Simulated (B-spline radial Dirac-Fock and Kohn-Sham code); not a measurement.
# Satellites and hypersatellites of the K lines of Nb²⁺

System: the Nb²⁺ ion, [Kr] 4d3, inside a Watson sphere of charge -2 and radius 2.2 Å (a model of the Madelung potential; inside it an electron's potential energy is raised by 13.1 eV).

Input file task.json (cfg lists n, l and occupation; rrms is the nuclear radius in fm):

```json
{"items": [{
  "Z": 41,
  "q": 2,
  "cfg": [[1, 0, 2], [2, 0, 2], [2, 1, 6], [3, 0, 2], [3, 1, 6], [3, 2, 10], [4, 0, 2], [4, 1, 6], [4, 2, 3]],
  "A": 93,
  "rrms": 4.324,
  "watson": [-2, 2.2],
  "do": ["binding", "quiet", "double"]
}]}
```

Command: `python xray_run.py task.json out`

Level of theory: Dirac-Fock (average of configuration) total-energy differences with a finite nucleus, the Breit interaction including its frequency dependence, and self-energy and vacuum-polarisation corrections; a radial atomic solver. Each two-hole energy is an average over J within one jj subconfiguration, not an observable level; in light atoms, where LS coupling holds, the j-resolved values are not observed lines, and for a K spectator the Kα1 hypersatellite is nearly forbidden. Correlation and solid-state effects are left out.

Lines without a spectator: Kα2 (K-L2) 16519.5 eV, Kα1 (K-L3) 16613.7 eV, Kβ3 (K-M2) 18604.1 eV, Kβ1 (K-M3) 18619.8 eV. Shifts in eV with one spectator hole (a dash: not computed, or left out as unreliable):

```tsv
spectator hole	Kα2	Kα1	Kβ3	Kβ1
K (1s)	+454.0	+463.5	+575.2	+577.0
L2 (2p1/2)	+47.2	+58.7	–	+127.5
L3 (2p3/2)	+49.3	+48.5	+117.3	–
M2 (3p1/2)	–	+5.61	+13.21	+16.37
M3 (3p3/2)	+4.49	–	+14.52	+13.93
M4 (3d3/2)	+0.21	-1.72	–	–
M5 (3d5/2)	-1.98	-0.66	–	–
```

With n spectator holes in 2p, averaged over the 2p shell (energies in eV):

| n | KαLⁿ | step | hypersatellite KαʰLⁿ |
| --- | --- | --- | --- |
| 0 | 16582.3 | – | 17042.6 |
| 1 | 16633.6 | +51.4 | 17095.3 |
| 2 | 16686.1 | +52.5 | 17149.1 |
| 3 | 16739.8 | +53.7 | 17204.1 |
| 4 | 16794.7 | +54.9 | 17260.4 |
| 5 | 16850.8 | +56.1 | 17317.8 |
